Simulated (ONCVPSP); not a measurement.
# Transferability test, ONCV potential for Ni (Z = 28)

Ni, optimised norm-conserving Vanderbilt (ONCV), made with ONCVPSP 4.0.1 (PBE, scalar-relativistic). Core [Ne], reference 3s2 3p6 3d8 4s0.5 (charge +1.5). Waves: 3s+4s: rc 1.40 bohr, ncon 4, nbas 7, qcut 7.3 1/bohr, 2 projectors; 3p: rc 1.05 bohr, ncon 4, nbas 7, qcut 16.7 1/bohr, 2 projectors, debl 1.8 Ha; 3d: rc 1.40 bohr, ncon 3, nbas 7, qcut 10.6 1/bohr, 2 projectors, debl 0.4 Ha. Local part: polynomial inside 0.80 bohr (lpopt 3, dvloc0 1 Ha). Core correction: none.

In the p channel the program set the typed energies aside and used -3.147, 0.250 Ha. In the d channel the program set the typed energies aside and used -0.845, 0.250 Ha.

Energies are relative to the spin-unpolarised reference configuration 3s2 3p6 3d8 4s0.5; without spin polarisation the order of configurations can differ from experiment.

```tsv
valence configuration	charge	ΔE all-electron (eV)	error AE − PS (meV)
3s2 3p6 3d8 4s2	0	-16.939	+5.8
3s2 3p6 3d8 4s1	+1	-7.616	+1.3
```

Problem. What are ΔE and the potential's error for 3s2 3p6 3d9 4s0?

Solution. ΔE = -10.620 eV all-electron; the error (AE − PS) is +23 meV.

Problem. What are ΔE and the potential's error for 3s2 3p6 3d8 4s0?

Solution. ΔE = 9.735 eV all-electron; the error (AE − PS) is -0.2 meV.
